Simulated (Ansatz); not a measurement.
Sn24AsH34⁻, relaxed as a singlet with RKS r2SCAN-D4/def2-SVP in Ansatz, starting from a model built from a lattice or polyhedron. Force threshold 0.03 eV/Å.

In the def2 sets Sn takes a core potential; there is no spin–orbit coupling. Single mean-field runs in def2-SVP are fitted with def2-universal-jkfit.

Start:

Cartesian coordinates in Å:
```
Sn 2.861 -3.978 1.472
Sn 2.909 -2.553 -2.871
Sn -4.929 -1.315 -2.579
Sn -0.962 -1.207 -4.913
As -1.036 -2.665 -0.562
Sn -1.768 0.347 2.828
Sn 2.181 0.434 0.514
Sn -1.718 1.796 -1.502
Sn 2.122 -1.044 4.877
Sn 1.438 3.438 3.912
Sn 2.269 1.896 -3.873
Sn 1.516 4.911 -0.456
Sn 0.115 -4.478 1.276
Sn -3.784 -3.133 -0.767
Sn -0.633 -1.473 4.669
Sn 0.157 -3.017 -3.088
Sn 3.309 -1.342 2.347
Sn 3.355 0.079 -2.010
Sn -3.708 -1.677 -5.109
Sn -4.463 1.302 -1.721
Sn -0.530 1.419 -4.053
Sn -1.337 2.962 3.716
Sn 2.612 3.081 1.365
Sn -1.276 4.428 -0.645
Sn 2.558 1.636 5.754
H 3.555 -5.094 2.565
H 3.602 -4.215 -0.066
H 3.663 -2.790 -4.453
H 3.611 -3.640 -1.778
H -6.615 -1.595 -2.700
H -0.237 -1.423 -6.467
H -3.492 0.055 2.695
H 2.802 -2.106 5.972
H 1.731 5.051 4.449
H 2.972 1.674 -5.373
H 2.519 3.487 -3.336
H 2.239 4.673 -2.016
H 1.785 6.495 0.095
H -0.179 -6.070 0.729
H -0.608 -4.238 2.819
H -4.057 -4.739 -1.338
H -4.550 -2.870 0.780
H -0.937 -3.084 4.136
H -1.365 -1.247 6.224
H -0.120 -4.629 -3.617
H 4.994 -1.089 2.456
H 5.069 0.352 -1.912
H -3.995 -3.275 -5.659
H -4.416 -0.575 -6.242
H -5.173 2.423 -2.853
H -5.197 1.537 -0.192
H -1.202 2.517 -5.139
H -2.039 4.058 2.572
H -2.062 3.203 5.256
H 4.321 3.361 1.517
H -2.004 4.664 0.903
H -1.957 5.511 -1.764
H 1.845 1.860 7.286
H 4.237 1.910 5.868
```

Problem. Estimate the energy that the relaxation releases and the steps that it takes.

Solution. 372.4 kJ/mol, in 21 steps; 2.2 min on 11 threads of AMD EPYC 7R13 on a shared host and a whole NVIDIA H100 80GB HBM3. No frequencies were taken in this run, so the end may be a saddle point.

Problem. Does the start keep its bonding?

Solution. Bonds formed: Sn6–Sn7 (atoms count from 1).

Problem. Predict the relaxed structure.

Solution. 
Cartesian coordinates in Å:
```
Sn 2.6259 -3.9320 1.8056
Sn 2.6347 -2.6166 -2.7731
Sn -4.8359 -1.1350 -2.2333
Sn -1.2629 -1.0938 -4.9013
As -0.8025 -2.2532 -0.7494
Sn -0.7694 0.0869 2.2173
Sn 1.7182 0.4512 0.8788
Sn -1.4626 1.7350 -1.0514
Sn 2.4184 -0.9302 5.0852
Sn 1.3076 3.4502 4.0221
Sn 1.9783 1.6996 -3.7736
Sn 1.4054 5.1496 -0.2382
Sn 0.1511 -4.3563 0.5191
Sn -3.3295 -2.9907 -0.7473
Sn -0.2508 -1.5310 4.4938
Sn -0.1018 -2.9921 -3.1815
Sn 3.3286 -1.2752 2.4538
Sn 2.7799 -0.0235 -1.6998
Sn -4.0067 -1.6755 -4.8574
Sn -4.2741 1.5521 -1.5479
Sn -0.8164 1.4832 -3.8357
Sn -1.2848 2.5704 3.4312
Sn 2.4278 3.1408 1.4650
Sn -1.1814 4.5862 -1.2285
Sn 2.5885 1.7592 5.8598
H 2.5756 -4.8828 3.2523
H 3.8493 -4.6625 0.8315
H 3.5880 -2.6678 -4.2124
H 3.2712 -3.8321 -1.7260
H -6.4906 -1.6382 -2.0684
H -0.5962 -1.3552 -6.4817
H -2.1470 -0.5505 1.4053
H 3.1546 -1.9525 6.2724
H 1.3317 5.0693 4.6351
H 2.8739 1.1919 -5.1660
H 2.5523 3.2852 -3.4009
H 2.6051 5.3597 -1.4641
H 1.5146 6.5872 0.7255
H 0.3001 -5.7089 -0.5502
H -1.0098 -4.8044 1.7168
H -3.4862 -4.6028 -1.3601
H -3.7954 -3.0648 0.9148
H -0.3773 -3.2268 4.1876
H -1.3384 -1.2006 5.7969
H -0.5433 -4.6338 -3.5148
H 5.0429 -1.1288 2.2671
H 4.4483 0.2609 -1.2964
H -4.3026 -3.3184 -5.3112
H -4.8551 -0.7163 -6.0185
H -5.0474 2.4294 -2.8328
H -5.3054 1.8420 -0.1817
H -1.3934 2.5651 -5.0692
H -2.0317 3.6983 2.3646
H -2.3225 2.3984 4.7975
H 4.1555 3.2241 1.5803
H -2.1867 5.5458 -0.1901
H -1.2199 5.4375 -2.7424
H 1.9516 1.9636 7.4550
H 4.2487 2.2293 5.9706
```
Bond lengths (bridged metal pairs left out): 29 × Sn–Sn 2.79 to 2.87 Å; 3 × As–Sn 2.63 to 2.64 Å; 34 × H–Sn 1.72 to 1.74 Å.
